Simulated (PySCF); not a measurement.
PySCF job for CCl, SMILES Cl[C] (connectivity only; charge and spin as stated), neutral, multiplicity 2, r2SCAN-D4/def2-TZVPD. Geometry optimised at r2SCAN-D4/def2-TZVPD.

```python
import numpy as np
from pyscf import gto, scf, dft
from pyscf.hessian import thermo

mol = gto.M(
    atom='''
    C     0.00000000    0.00000000   -1.22137248
    Cl    0.00000000    0.00000000    0.43107264
    ''',
    basis='def2-TZVPD',
    charge=0,
    spin=1,
    max_memory=1600,
    verbose=3,
)
mf = dft.UKS(mol, xc='r2scan').density_fit(auxbasis='def2-universal-jkfit')
mf.disp = 'd4'
mf.grids.level = 4
mf.conv_tol = 1e-11
mf.max_cycle = 100
mf.kernel()
fine, coarse = mf.grids, dft.Grids(mol).set(level=1).build(with_non0tab=True)
for _ in range(3):  # follow internal instabilities
    mf.grids = coarse
    mo, _, stable, _ = mf.stability(return_status=True, nroots=4)
    mf.grids = fine
    if stable:
        break
    mf.kernel(mf.make_rdm1(mo, mf.mo_occ))

# [left out here: the lines that compute and print the analytic Hessian (its translational invariance restored by hand, since the grid's response is missing), thermochemistry and intensities]
```

It prints:

```

WARN: HOMO -0.143554074125426 >= LUMO -0.143554074125423

SCF not converged.
SCF energy = -498.112186222622 after 100 cycles  <S^2> = 0.75671264  2S+1 = 2.0067014
<class 'pyscf.df.df_jk.DFUKS'> wavefunction is stable in the internal stability analysis

WARN: MGGA Hessian is sensitive to dft grids. grids.level 4 may not be dense enough.


WARN: DFTD4 does not support analytical Hessian, using finite difference.


WARN: Mole.unit (angstrom) is changed to Bohr

Mode                                 0
Irrep
Freq [cm^-1]                      866.8694
Reduced mass [au]                  14.4246
Force const [Dyne/A]                6.3865
Char temp [K]                    1247.2321
Normal mode                   x     y     z
       0   C                 0.00  0.00  0.25
       1  Cl                 0.00  0.00 -0.08
temperature 298.1500 [K]
pressure 101325.00 [Pa]
Rotational constants [GHz] inf 20.63025 20.63025
Symmetry number 1
Zero-point energy (ZPE) 0.00197 [Eh]   5185.031 [J/mol]
                           tot       elec      trans        rot        vib
Entropy [J/mol/K]       219.085      5.763    156.885     55.770      0.666
Cv [J/mol/K]             23.074      0.000     12.472      8.314      2.288
Cp [J/mol/K]             31.389      0.000     20.786      8.314      2.288
Internal energy [J/mol]                      3718.434   2478.956   5345.613
Internal energy [Eh]   -498.10779  -498.11219
Enthalpy [J/mol]                             6197.391   2478.956   5345.613
Enthalpy [Eh]          -498.10685
Gibbs free energy [J/mol]                  -40577.992 -14148.766   5146.938
Gibbs free energy [Eh] -498.13172
mode   freq/cm-1   IR/(km/mol)
   1      866.87       122.323
max |gradient| / (hartree/bohr): 9.613632463739542e-05
APT charges: [ 0.2297 -0.2295]
```

The run did not converge; its last values are not results.
